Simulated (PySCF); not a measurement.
SnHCl, SMILES [Cl][SnH] (connectivity only; charge and spin as stated), neutral, multiplicity 1.

The structure is a stationary point at r2SCAN-D4/def2-TZVP. The def2 effective core potentials stand for the cores of Sn; spin–orbit coupling is left out.

The numbers are results of PBE0/def2-TZVPD run with PySCF, not measurements.

Isolated molecule, no solvent.

Computed frontier levels, gap, dipole moment and polarisability:
```json
{
 "highest_occupied_level": "-7.05 eV",
 "lowest_empty_level": "-3.09 eV",
 "orbital_gap": "3.96 eV",
 "dipole_moment": "2.75 D",
 "quadrupole, principal values (traceless, Buckingham form, about the centre of nuclear charge)": "-3.47, -2.91, 6.38 D·Å",
 "mean_static_polarisability": "59.4 bohr³ (8.80 Å³)",
 "polarisability_principal_values": "46.5, 58.8, 72.8 bohr³"
}
```
